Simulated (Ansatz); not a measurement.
A nudged elastic band was laid between two geometries of F3H3Si2 + H2 (10 atoms, charge 0, multiplicity 1).

Method: RKS PBE0/def2-SVP in Ansatz.

```yaml
movable_images: 9
climbing_image: yes
spring: 5.0 eV/Å²
optimiser: quadratic models (default)
start_path: through a guess of the saddle point
force_threshold: 0.05 eV/Å
iteration_limit: 60
end_points: relaxed
```

First end point:

```xyz
10
Properties=species:S:1:pos:R:3
Si -0.889 -0.693 -0.780
Si 0.156 1.301 -0.196
F -0.615 -1.087 -2.314
F -0.386 -1.935 0.113
F -2.484 -0.609 -0.593
H 1.804 -0.855 2.222
H 1.316 -1.255 1.796
H -0.146 1.608 1.232
H 1.625 1.148 -0.401
H -0.381 2.377 -1.080
```

Last end point:

```xyz
10
Properties=species:S:1:pos:R:3
Si -0.776 -1.911 -0.455
Si 0.815 1.896 0.472
F -0.689 -1.666 -2.032
F -1.878 -3.037 -0.186
F -1.290 -0.553 0.225
H 1.343 0.693 1.184
H 0.524 -2.308 0.091
H -0.456 2.343 1.108
H 1.829 2.990 0.553
H 0.578 1.552 -0.961
```

Question: What changes between the two ends?

Answer: Bonds broken: Si1–Si2, H6–H7. Bonds formed: Si1–H7, Si2–H6. F3H3Si2 + H2 becomes F3HSi + H4Si.

Question: Give the energies along the band, and the barrier.

Answer: The forces met the threshold. The highest image is number 4 of 0 to 10, 3.08 eV above the first end and 3.37 eV above the last; the last end lies 0.29 eV below the first. Neighbouring images differ by up to 2.5 eV, so the band resolves the path poorly. A vibrational analysis at the climbing image gives one clearly imaginary mode, 1583i cm⁻¹: a first-order saddle point. The orbitals stay closed-shell, which can raise the energy where a bond breaks towards radicals; this wasn't checked here.

```tsv
image	path coordinate (Å)	energy (eV)	Si1–Si2 (Å)	H6–H7 (Å)	Si1–H7 (Å)
0	0.00	0.00	2.33	0.76	3.44
1	0.85	0.01	2.33	0.76	3.23
2	1.70	0.24	2.34	0.76	2.75
3	2.55	1.22	2.41	0.77	2.39
4	3.41	3.08	2.69	1.00	2.00
5	4.31	0.54	3.13	1.64	1.49
6	5.21	-0.17	3.63	2.18	1.46
7	6.11	-0.26	4.04	2.72	1.47
8	7.00	-0.28	4.21	2.83	1.47
9	7.90	-0.29	4.36	3.21	1.47
10	8.80	-0.29	4.23	3.30	1.47
```

Question: What is the geometry of the highest image?

Answer: 
```xyz
10
Properties=species:S:1:pos:R:3:forces:R:3
Si -0.852 -1.038 -0.410 0.00 0.00 -0.02
Si 0.660 1.093 0.237 0.00 -0.01 0.00
F -0.490 -1.520 -1.914 0.00 0.01 0.01
F -1.201 -2.388 0.415 0.00 0.01 0.00
F -2.249 -0.232 -0.551 0.01 -0.01 0.01
H 1.544 -0.112 1.119 0.01 0.00 0.01
H 0.802 -0.518 0.584 -0.01 0.00 0.00
H -0.271 1.397 1.352 0.00 0.00 0.00
H 1.936 1.895 0.300 0.00 0.00 0.00
H 0.122 1.425 -1.131 0.00 0.00 0.00
```

Run time: 13 min on 2 threads of Arm Neoverse V1 (shared host), peak memory 0.25 GiB.
